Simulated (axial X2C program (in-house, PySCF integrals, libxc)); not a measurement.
# Nuclear properties of ZrBr⁺

Computed with an in-house all-electron X2C program for linear molecules (integrals from PySCF): two-component X2C with atomic mean-field Coulomb and Gaunt terms, Gaussian nuclei, basis Zr dyall-cv3z, Br dyall-cv3z with contracted cores.

R = 2.380 Å (near the PBE0 minimum at charge 1 of the determinant lowest at the starting distance; the state shown can have its own minimum elsewhere).

Determinant lowest in the PBE0 search, Ω = 1 (⟨Sz⟩ = -1.00, ⟨Lz⟩ = 2.00 at PBE0), spin on the atoms Zr -1.04, Br 0.04:

```
level  Eeff magnitude (GV/cm)  Ws magnitude Zr (kHz)  Ws magnitude Br (kHz)  A∥/gI Zr (MHz)  qzz Zr (a.u.)  A∥/gI Br (MHz)  qzz Br (a.u.)
 PBE0                   0.442                  0.118                  0.101            -901          -0.67           -12.4           0.53
   HF                    1.05                  0.301                  0.201            -720          -1.24            20.8           0.58
  PBE                  0.0789                 0.0205                 0.0741            -985          -0.49           -18.8           0.40
  LDA                  0.0739                 0.0826                 0.0671           -1120          -0.39           -19.3           0.38
B3LYP                   0.127                0.00843                 0.0684            -991          -0.58           -11.9           0.54
```

Eeff is the effective electric field on the electron electric dipole moment in this Ω state and Ws the scalar–pseudoscalar constant of the nucleus named (defined with the proton number Z and per Ω); A∥ (defined per Ω) follows by multiplying with gI = μI/(I μN); qzz is the electric field gradient, eQq0 = 234.96 MHz × Q/barn × qzz. The operators were transformed with the bare-nucleus X2C matrices; with these basis sets, hyperfine constants and field gradients can be off by tens of per cent, and where levels differ in sign neither size nor sign is settled.

With gI(91Zr) = -0.5214, Q(79Br) = 0.3087 barn (g factors from the IAEA table of nuclear moments by Stone; Q from Pyykkö, Mol. Phys. 2018), turn the PBE0 values of the first state into constants in MHz.

A∥(91Zr) = -901 × -0.5214 = 470 MHz; eQq0(79Br) = 234.96 × (0.3087) × (0.53) = 38.4 MHz.

Each state is one determinant with collinear spin, which with several unpaired electrons need not be a pure state. Unrestricted Hartree–Fock can overshoot spin polarisation at the nuclei. In the state Ω = 1 the sign of Eeff differs between levels (LDA against PBE0). With several open shells hyperfine constants can be off by a factor of several. Where Eeff spreads by more than a factor of two the levels disagree and none is to be relied on. Open-shell Ω = 0 determinants with evenly filled partner blocks cannot be reached by this program, so the Ω shown need not be the lowest component. States lie within half an eV, so the first need not be the ground state. The sign of Ws at Zr differs between levels in the first state. Further determinants of the search, some of them spin-mixed, are not shown. Where a field gradient or hyperfine factor spreads by more than a factor of two over the levels, a constant derived from it is not to be relied on.
